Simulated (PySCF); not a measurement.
Telling isomers of C₉H₁₄O apart by NMR

Method: PBE0/pcSseg-1 with gauge-including orbitals, structure optimised with GFN2-xTB, in PySCF 2.14 (non-relativistic Hamiltonian, gas phase, rapidly exchanging positions averaged, one computed conformer).

δ = σ(ref) − σ, references computed at the same level: TMS for $^{1}$H, $^{13}$C. Where no couplings were computed, multiplicities follow the n + 1 count of equivalent neighbours, and m marks all less simple cases (inequivalent or close neighbours, rings, F or P nearby). Shifts are as computed. Against solution values, carbons near 30 ppm lie about +3 ppm off and those near 130 ppm about +5 ppm. Of 1211 compounds with measured shifts, 218 miss one by over three times the rms of a fit or turn the order of signals round; such compounds aren't used in these exercises.

(1) Tabulate the signals of `O=C1CCC(C2CC2)CC1`, `CO[C@@H]1C[C@@H]2C=C[C@H]1CC2`, `CC(=O)[C@@H]1C[C@H]2CC[C@@H]1C2` and their relative energies.

(2) What is the quickest way to tell O=C1CCC(C2CC2)CC1 from CO[C@@H]1C[C@@H]2C=C[C@H]1CC2?

(3) What is the quickest way to tell O=C1CCC(C2CC2)CC1 from CC(=O)[C@@H]1C[C@H]2CC[C@@H]1C2?

(4) What is the quickest way to tell CO[C@@H]1C[C@@H]2C=C[C@H]1CC2 from CC(=O)[C@@H]1C[C@H]2CC[C@@H]1C2?

Answers

(1) 
```json
{"SMILES": "O=C1CCC(C2CC2)CC1", "carbon types": "1×C 2×CH 6×CH2", "δC": "214.3, 47.5, 44.8, 38.2, 20.0, 6.1", "δH": "2.32 (m, 2H), 2.24 (m, 2H), 2.23 (m, 2H), 1.53 (m, 2H), 0.52 (m, 2H), 0.41 (m, 1H), 0.37 (m, 1H), 0.14 (m, 2H)", "E rel. (kcal/mol)": "14.4"}
{"SMILES": "CO[C@@H]1C[C@@H]2C=C[C@H]1CC2", "carbon types": "5×CH 3×CH2 1×CH3", "δC": "143.1, 139.4, 84.7, 58.1, 39.7, 34.1, 33.7, 27.8, 24.0", "δH": "6.65 (m, 1H), 6.41 (m, 1H), 3.43 (s, 3H), 3.41 (m, 1H), 2.94 (m, 1H), 2.46 (m, 1H), 1.87 (m, 1H), 1.38 (m, 1H), 1.31 (m, 1H), 1.27 (m, 1H), 1.22 (m, 1H), 1.16 (m, 1H)", "E rel. (kcal/mol)": "23.4"}
{"SMILES": "CC(=O)[C@@H]1C[C@H]2CC[C@@H]1C2", "carbon types": "1×C 3×CH 4×CH2 1×CH3", "δC": "214.3, 55.7, 41.4, 39.5, 38.5, 38.2, 32.1, 31.3, 31.0", "δH": "2.33 (m, 1H), 2.14 (m, 1H), 2.10 (m, 1H), 2.07 (s, 3H), 1.62 (m, 1H), 1.60 (m, 1H), 1.59 (m, 1H), 1.55 (m, 1H), 1.20 (m, 1H), 1.13 (m, 1H), 1.08 (m, 1H), 1.05 (m, 1H)", "E rel. (kcal/mol)": "0.0"}
```

Energies are electronic energies at PBE0/pcSseg-1 on these geometries, without zero-point or thermal terms, each for the one conformer computed, which needn't be the lowest.

(2) Count the carbon signals: 6 against 9. The first has a ketone carbonyl carbon (C) at 214.3 ppm, the second an alkene CH at 143.1 ppm. In the proton spectra the most deshielded non-exchanging signals are 2.32 (m, 2H) and 6.65 (m, 1H).

(3) Count the carbon signals: 6 against 9. The first has a three-membered-ring carbon (CH2) at 6.1 ppm, the second a methyl carbon α to a carbonyl (CH3) at 31.0 ppm. Their most deshielded carbons lie at 214.3 and 214.3 ppm.

(4) Both give the same number of carbon signals, but DEPT or the intensities differ. The first has an alkene CH at 143.1 ppm, the second a ketone carbonyl carbon (C) at 214.3 ppm. In the proton spectra the most deshielded non-exchanging signals are 6.65 (m, 1H) and 2.33 (m, 1H).
